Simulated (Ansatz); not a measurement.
`N#C[CH2][GeH2][F]` + `[Cl][GaH2]` → `N#[C][GaH][Cl]` + `[CH3][GeH2][F]` at 400 K and 1 bar (formal exchange of groups at a C–C bond).

Computed with Ansatz on PBE0-D4/def2-TZVP structures; ΔE is electronic, products minus reactants. CCSD(T)/CBS adds triple-zeta CCSD(T) − MP2 to the extrapolated MP2 energy (def2 sets, frozen cores). For Ga, Ge outer-core shells are correlated without core-valence functions, which leaves a few kJ/mol of doubt a bond. Scalar relativity is left out up to krypton. One conformer a species, not always the lowest.

| species | CCSD(T)/CBS energy (Eh) | H − E (kJ/mol) | S (J/(mol·K)) |
| --- | --- | --- | --- |
| `N#C[CH2][GeH2][F]` | -2309.13510 | 173.0 | 376.3 |
| `[Cl][GaH2]` | -2384.95520 | 55.3 | 280.7 |
| `N#[C][GaH][Cl]` | -2477.10934 | 66.9 | 345.5 |
| `[CH3][GeH2][F]` | -2217.00316 | 167.7 | 327.3 |

H − E and S are ideal-gas, rigid-rotor, harmonic terms from PBE0-D4/def2-TZVP, for one conformer and one mirror image of each species. 1 Eh = 2625.50 kJ/mol, R = 8.31446 J/(mol·K).

By hand: ΔE, ΔH, ΔS and ΔG.

ΔE = (-2477.10934) + (-2217.00316) − (-2309.13510) − (-2384.95520) = -0.02220 Eh = -58.3 kJ/mol. Δ(H − E) = 66.9 + 167.7 − 173.0 − 55.3 = 6.3, so ΔH = -52.0 kJ/mol. ΔS = 345.5 + 327.3 − 376.3 − 280.7 = 15.8 J/(mol·K). ΔG = -52.0 − 400 × (15.8)/1000 = -58.3 kJ/mol.

By hand: the equilibrium constant, and the temperature at which ΔG would vanish if ΔH and ΔS stayed fixed.

log₁₀ K = −ΔG/(RT ln 10) = 7.6. ΔH and −TΔS have one sign here, so there is no such temperature.

ΔH outweighs TΔS. A doubt of 5 kJ/mol in ΔE shifts log₁₀ K by 0.7 here. Other conformers and mirror images would add mixing entropy, several J/(mol·K) or more a flexible species. Modes under 60 cm⁻¹, often nearly free rotors, make the harmonic entropy too high. These are equilibria of isolated gas molecules and say nothing of rates. Largest T1 diagnostic: 0.013 (customary marks: 0.02 for closed shells, 0.045 for open ones).
